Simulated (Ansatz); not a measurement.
Born–Oppenheimer molecular dynamics of Cl$_{3}$H$_{2}$NZr (7 atoms, charge 0, multiplicity 1). It goes on from the last frame of an earlier run, with new velocities.

Method: Ansatz, RKS CAM-B3LYP/def2-SVP.

| Quantity | Value |
| --- | --- |
| ensemble | NVT, Langevin thermostat |
| time step | 0.5 fs |
| steps asked | 150 |
| set temperature | 400 K |
| friction | 0.02 /fs |
| temperature schedule | 37 steps to 400 K, then 113 steps to 100 K |
| seed | 635913 |

First frame:

```xyz
7
Properties=species:S:1:pos:R:3
Zr 0.031 0.036 -0.044
Cl 0.169 -0.198 2.216
Cl 2.097 -0.117 -1.175
Cl -1.325 1.734 -0.892
N -1.106 -1.508 -0.450
H -1.326 -2.191 0.248
H -1.380 -1.871 -1.350
```

**Question.** What does the run give?

**Answer.** All steps were run.

* steps done: 150
* time covered: 75 fs
* mean temperature over the second half: 340 K
* spread of the potential energy over the second half: 3.3 meV per atom
* mean potential energy of the second half above the start: -5.0 meV per atom

The schedule's set-point averaged 200 K over the second half and the system 340 K, so it lags behind the ramp. A run of 0.075 ps of so small a system gives no equilibrium averages.

**Question.** What happens to the structure?

**Answer.** The same pairs are bonded in the first frame and the last. Pairs count as bonded within 1.25 times the sum of covalent radii (0.12 Å more for H–H). This is one draw of velocities; another would differ in detail.

**Question.** How do temperature and energy run in time?

**Answer.** 
```
time (fs)  T (K)  potential energy less start (eV)
        0    343                             0.000
      2.5    334                             0.031
        5    362                             0.069
      7.5    438                             0.023
       10    343                             0.055
     12.5    258                             0.061
       15    211                             0.051
     17.5    257                             0.014
       20    232                             0.002
     22.5    218                             0.028
       25    245                             0.000
     27.5    275                            -0.002
       30    284                            -0.018
     32.5    326                             0.038
       35    446                            -0.008
     37.5    305                             0.001
       40    315                            -0.034
     42.5    277                            -0.014
       45    284                            -0.023
     47.5    321                            -0.032
       50    346                            -0.007
     52.5    355                            -0.036
       55    357                            -0.021
     57.5    345                            -0.006
       60    361                            -0.026
     62.5    298                            -0.031
       65    359                            -0.074
     67.5    393                            -0.066
       70    377                            -0.076
     72.5    345                            -0.051
       75    359                            -0.064
```

Time of the run: 6.1 min on 4 threads of Arm Neoverse V2 (shared host), peak memory 0.32 GiB.
